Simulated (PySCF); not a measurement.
I2Mg, SMILES [I][Mg-][I], charge -1, multiplicity 2. Geometry optimised at PBE-D3(BJ)/def2-SVPD. The def2 effective core potentials stand for the cores of I; spin–orbit coupling is left out.

Computed equilibrium geometry at PBE-D3(BJ)/def2-SVPD (PySCF confirms it by a frequency run) as bond lengths and angles, and its point group:
point group C2v.
Atoms: Mg1 I2 I3. Bonds (Å): Mg1–I2 2.778, Mg1–I3 2.778. Bond angles (°): I2–Mg1–I3 119.7.
Charge -1, spin multiplicity 2.
